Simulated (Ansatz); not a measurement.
Abridged output of a molecular run in Ansatz:

```
Functional definition: HF
1550 factors; integrals over basis functions are off by at most 7.3e-4 eV
mean field evaluation 1: about -66520.4285 eV, gradient 3.0e1 eV
mean field evaluation 2: about -66520.6328 eV, gradient 3.0e1 eV
mean field evaluation 4: about -66523.6036 eV, gradient 4.1e0 eV
mean field evaluation 8: about -66523.6595 eV, gradient 2.2e-1 eV
mean field -66523.65975058 eV, -2444.6994044775 hartree, gradient 1.7e-6 eV, S^2 0.000000; 0 other end points of the search recorded, 0 dependent functions left out
16 core orbitals not correlated: weight in the atoms' cores, before any rotation towards them, 1.000 or more for the frozen orbitals, at most 0.000 for the correlated occupied ones
reference -66523.65975058 eV, -2444.6994044775 hartree; 17, 17 occupied and 231, 231 virtual orbitals, 1550 factors
second order -19.55053165 eV of doubles, -0.00000000 eV of singles
cycle   1  -20.10193156 eV  change   -5.5e-1 eV  update   1.1e-1
cycle   2  -20.80086853 eV  change   -7.0e-1 eV  update   3.4e-2
cycle   3  -20.89070792 eV  change   -9.0e-2 eV  update   1.5e-2
cycle   4  -20.88465748 eV  change    6.1e-3 eV  update   4.0e-3
cycle   5  -20.88505392 eV  change   -4.0e-4 eV  update   1.4e-3
cycle   6  -20.88492997 eV  change    1.2e-4 eV  update   3.6e-4
cycle   7  -20.88493261 eV  change   -2.6e-6 eV  update   1.3e-4
cycle   8  -20.88496934 eV  change   -3.7e-5 eV  update   4.2e-5
perturbative correction -0.84727966 eV, -0.0311369533 hartree
Total energy: -66545.39199958 eV, -2445.4980498977 hartree
```

Its atoms:

Cartesian coordinates in Å:
```
C 0.922 -0.041 1.382
C 0.194 0.016 0.266
Si 0.372 1.459 -0.898
Ge -1.055 -1.428 -0.127
H 0.849 -0.866 2.090
H 1.634 0.739 1.648
H -0.930 2.163 -1.053
H 0.788 0.987 -2.247
H 1.388 2.407 -0.368
H -0.976 -2.465 1.007
H -0.699 -2.093 -1.467
H -2.489 -0.880 -0.232
```

Which basis set was used?
A. def2-SVPD
B. def2-SVP
C. def2-TZVPPD
D. def2-TZVPP

D. It gives 264 functions.

Write the keys of the input that set method, charge and spin (a neutral closed shell needs none for the last two).


```yaml
correlation: {method: ccsd_t}
```
